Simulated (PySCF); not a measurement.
Isomers C₆H₈N₂O₂:

A. `COC(=O)c1cnn(C)c1`
B. SMILES COc1nnc(C2CC2)o1
C. SMILES Cn1cc(C(=O)[O-])c[n+]1C

Spectrum 1. 1H NMR (300 MHz, computed): δ 4.26 (s, 3H), 2.27 (m, 1H), 1.01 (m, 2H), 0.92 (m, 2H). 13C{1H} NMR (computed): δ 174.1 (C), 169.3 (C), 59.5 (CH3), 10.8 (CH), 10.0 (CH2).

Spectrum 2. 1H NMR (300 MHz, computed): δ 7.95 (m, 1H), 7.89 (m, 1H), 4.23 (s, 3H), 4.03 (s, 3H). 13C{1H} NMR (computed): δ 168.3 (C), 144.7 (CH), 139.0 (CH), 122.9 (C), 50.1 (CH3), 39.9 (CH3).

Spectrum 3. 1H NMR (300 MHz, computed): δ 7.86 (s, 2H), 3.84 (s, 6H). 13C{1H} NMR (computed): δ 152.9 (C), 148.9 (C), 146.3 (CH), 34.7 (CH3).

PySCF 2.14 calculation with shieldings: GIAO PBE0/pcSseg-1 and structure optimised with GFN2-xTB; isolated molecule, a single conformation, rapidly exchanging positions averaged, no relativistic terms.

δ = σ(ref) − σ, references computed at the same level: 1H (σ = 31.72 ppm), 13C (σ = 186.93 ppm) vs TMS. Where no couplings were computed, multiplicities follow the n + 1 count of equivalent neighbours, and m marks all less simple cases (inequivalent or close neighbours, rings, F or P nearby). Shifts are as computed. Against solution values, carbons near 30 ppm lie about +3 ppm off and those near 130 ppm about +5 ppm. Of 1211 compounds with measured shifts, 218 miss one by over three times the rms of a fit or turn the order of signals round; such compounds aren't used in these exercises.

Task: Match each spectrum to its structure.

Result: 1–B, 2–A, 3–C.

- Spectrum 1 (B): 5 13C signals; δC 174.1 is an aromatic carbon bearing oxygen; δC 59.5 is a methyl carbon bonded to O.
- Spectrum 2 (A): 6 13C signals; δC 168.3 is an ester carbonyl carbon; δC 144.7 is an aromatic CH next to a ring nitrogen.
- Spectrum 3 (C): 4 13C signals; δC 146.3 is an aromatic CH next to a ring nitrogen; δC 34.7 is a methyl carbon bonded to N.
